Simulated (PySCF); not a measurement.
First hyperpolarisability: 2-ethylbenzoic acid, C9H10O2

Geometry (Å), atoms numbered from 1 in this order:
```xyz
21

C     2.5905    0.1528   -0.1415
C     1.4138    0.3139   -1.1012
C     0.1297   -0.2432   -0.5444
C    -0.2297   -1.5498   -0.8988
C    -1.3770   -2.1627   -0.4061
C    -2.2152   -1.4683    0.4640
C    -1.8891   -0.1681    0.8247
C    -0.7265    0.4523    0.3402
C    -0.4365    1.8463    0.7693
O     0.5850    2.4584    0.5658
O    -1.4527    2.4053    1.4476
H     3.5174    0.5314   -0.5985
H     2.4150    0.7213    0.7820
H     2.7477   -0.9045    0.1228
H     1.2938    1.3774   -1.3450
H     1.6325   -0.2198   -2.0399
H     0.4189   -2.0975   -1.5878
H    -1.6191   -3.1850   -0.7067
H    -3.1207   -1.9360    0.8560
H    -2.5376    0.3930    1.4977
H    -1.1499    3.2939    1.6869
```

Theory: quadratic response CAM-B3LYP/def2-SVPD first hyperpolarisability, Taylor convention, gas phase in PySCF 2.14.0. Geometry: PBE0-D3(BJ)/def2-SVP.

Problem. What is the first hyperpolarisability, and how does it disperse?

Solution. In au, Taylor convention; the vector part is βᵢ = ⅓ Σⱼ (βᵢⱼⱼ + βⱼᵢⱼ + βⱼⱼᵢ); β∥ is 3/5 of the vector part along the dipole, the dipole points from − to +:
```csv
process,λ (nm),β vector norm,β∥,β HRS,depolarisation ratio
"static β(0;0,0)",∞,182.1,64.1,98.8,2.79
"second harmonic β(−2ω;ω,ω)",1907,201.3,71.5,106.4,2.91
"Pockels β(−ω;ω,0)",1907,188.2,66.4,–,–
"second harmonic β(−2ω;ω,ω)",1064,254.1,91.9,127.0,3.23
"Pockels β(−ω;ω,0)",1064,202.8,72.0,–,–
```

Problem. Which lowest excitations, dipole and polarisabilities go with it?

Solution. S1 4.95 eV (f = 0.043); S2 5.18 eV (f = 0.004); S3 5.59 eV (f = 0.149); dipole 1.66 D; isotropic α 112.2 au static, 112.6 au at 1907 nm, 113.5 au at 1064 nm, 113.8 au at 953.5 nm, 118.0 au at 532 nm.
